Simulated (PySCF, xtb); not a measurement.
CH5FO2Si2, SMILES F[Si@H]1OC[SiH2]O1.

GFN2-xTB (xtb 6.7.1) at its own geometry gives an orbital gap of 5.41 eV and a dipole moment of 2.91 D.

Coordinates come from a B3LYP-D3(BJ)/def2-SVP optimisation. The structure was generated by enumeration; whether it is a known compound was not checked. The values are those of a single conformer.

What does PySCF with PBE/def2-TZVP give? (The exact figures need the calculation; the answer reports its results.)

gap 5.81 eV (levels -7.00 and -1.19 eV), dipole 2.09 D.
